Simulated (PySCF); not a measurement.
C₂H₆GeN₂, SMILES [NH2][Ge@H]1[CH]=N[CH2]1. Atoms are numbered in the order given.

```xyz
11

N      1.9105     0.0061     0.8002
Ge     0.4108    -0.2099    -0.2374
C     -1.3068    -0.7120     0.6129
N     -1.9860     0.3005     0.2025
C     -1.0375     1.1719    -0.5259
H      2.7847     0.1559     0.2974
H      1.8416     0.6712     1.5693
H      0.8930    -1.0221    -1.4612
H     -1.7737    -1.5132     1.2056
H     -0.9152     2.1350    -0.0033
H     -1.3828     1.3836    -1.5515
```
Charge 0, spin multiplicity 1.

The structure is a stationary point at TPSSh-D3(BJ)/def2-SVP. The structure was generated by enumeration; whether it is a known compound was not checked. The values are those of a single conformer.

Vertical ionisation energy (IE) and electron affinity (EA) in eV. Rows of orbital energies are one-electron estimates. Where ΔSCF, EOM or ADC give a negative EA the extra electron is unbound and the value depends on the basis.

```tsv
level	IE	EA
−ε(HOMO), −ε(LUMO), HF/def2-TZVP (PySCF)	[?]	[?]
−ε(HOMO), −ε(LUMO), PBE/def2-TZVP (PySCF)	5.46	1.81
```

Problem. What belongs in the gaps? (Estimate from the structure and the level; the computed values follow.)

Solution. 
- −ε(HOMO), −ε(LUMO), HF/def2-TZVP (PySCF), IE: 9.99
- −ε(HOMO), −ε(LUMO), HF/def2-TZVP (PySCF), EA: -2.81
